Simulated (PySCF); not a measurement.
dichloro(silyl)silane (Cl2H4Si2), SMILES [SiH3][SiH](Cl)Cl.

The structure is a stationary point at PBE0-D3(BJ)/def2-SVP.

These are PBE/def2-TZVP in PySCF values and carry that method's errors.

The molecule is in vacuum.

```json
{
 "total_energy": "-1501.24894 hartree",
 "point_group": "Cs",
 "highest_occupied_level": "-7.09 eV",
 "lowest_empty_level": "-1.48 eV",
 "orbital_gap": "5.61 eV",
 "dipole_moment": "1.41 D",
 "quadrupole, principal values (traceless, Buckingham form, about the centre of nuclear charge)": "-2.19, 0.68, 1.50 D·Å",
 "mean_static_polarisability": "80.8 bohr³ (11.97 Å³)",
 "polarisability_principal_values": "68.0, 83.8, 90.6 bohr³"
}
```
